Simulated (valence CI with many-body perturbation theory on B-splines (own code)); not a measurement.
Questions on Pm²⁸⁺

Method: valence CI with perturbative core correlation (CI+MBPT): five valence electrons over a frozen Dirac-Fock core [Ar] 3d10, radial functions for each j: 11 s, 11 p, 10 d, 8 f, 5 g, 2 h, with the one-electron correlation potential Σ1, the two-electron term Σ2, the three-electron term Σ3, Breit, model QED; selected CI, second order for the rest, scaled by the run's own slope (own B-spline code, finite nucleus).

No measured spectrum was set against this ion. As an estimate, large intervals hold to a few tenths of a per cent, small ones and those within an open d or f shell to about a per cent. Among the levels kept, up to 2100 cm⁻¹ of a level comes from second order outside the variational space, and about a tenth of that is noise between levels of different J, which matters for small intervals.

Levels are named by their leading jj configuration (3d3/2^4 stands for four electrons in 3d with j = 3/2), which in mixed levels can hold well under half, so a name can repeat and another be missing.

Rates and lifetimes use the calculated energies. Strong lines usually hold to 10 to 20 %, long lifetimes can be off by a factor of two.

(1) What is the ground level?

(2) What is the ionisation energy?

(3) Where does the other parity begin?

(4) Among levels below 309.78 eV, which E1 lines absorb most strongly from the ground level?

(5) Name the longest-lived excited levels whose lifetime is computed, and their main decay.

Results:

(1) (4s^2 4p1/2^2 4p3/2) J=3/2, composition 42 % 4s2 4p3 2P° + 32 % 4s2 4p3 4S° + 24 % 4s2 4p3 2D°, g = 1.419.

(2) 1041.1 eV; NIST lists 1040 ± 4 eV (theoretical).

(3) At (4s 4p1/2^2 4p3/2^2) J=5/2, 93.91 eV.

(4) to (4s^2 4p1/2 4p3/2 4d3/2) J=5/2 at 8.042 nm, f = 0.442; to (4s^2 4p1/2 4p3/2 4d5/2) J=5/2 at 8.287 nm, f = 0.391; to (4s^2 4p1/2 4p3/2 4d5/2) J=3/2 at 8.231 nm, f = 0.362.

(5) (4s^2 4p1/2 4p3/2^2) J=5/2 at 32.77 eV lives 19.2 μs, mostly by M1 to (4s^2 4p1/2^2 4p3/2) J=3/2; (4s^2 4p1/2 4p3/2^2) J=1/2 at 37.84 eV lives 4.47 μs, mostly by M1 to (4s^2 4p1/2^2 4p3/2) J=3/2; (4s^2 4p1/2 4p3/2^2) J=3/2 at 28.77 eV lives 3.84 μs, mostly by M1 to (4s^2 4p1/2^2 4p3/2) J=3/2. The lifetime of (4s^2 4p1/2 4p3/2 4d5/2) J=9/2 is too uncertain to give, and may be longer.
